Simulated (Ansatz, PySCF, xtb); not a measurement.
Energy difference R1 → P1 + P2, each structure at its B3LYP-D3(BJ)/def2-TZVP stationary point, reached from a drawn start (curvature not checked).
R1: BH3O3 (SMILES OB(O)O), charge 0, multiplicity 1.
P1: BHO2 (SMILES O=BO), charge 0, multiplicity 1.
P2: H2O (SMILES O), charge 0, multiplicity 1.

P less R. No zero-point or thermal terms. One arrangement of each flexible species, with no search for the lowest.

Frozen-core correlation throughout.

Codes used: Ansatz (a quantum-chemistry and plane-wave program) with Gaussian orbitals; PySCF for the D3/D4 terms; xtb for the GFN methods. Each number belongs to the level named beside it.

```csv
level,reaction energy (kJ/mol)
GFN1-xTB,143.2
HF/cc-pVQZ,217.1
BLYP-D3(BJ)/def2-TZVPP,183.0
BHLYP-D4/def2-TZVPP,223.6
MP2/cc-pVDZ,204.3
MP2/cc-pVTZ,209.9
SCS-MP2/cc-pVQZ,?
CCSD/cc-pVDZ,?
CCSD(T)/cc-pVQZ,?
```

Some entries are withheld; supply them.


- SCS-MP2/cc-pVQZ, reaction energy (kJ/mol): 200.9
- CCSD/cc-pVDZ, reaction energy (kJ/mol): 210.5
- CCSD(T)/cc-pVQZ, reaction energy (kJ/mol): 210.8
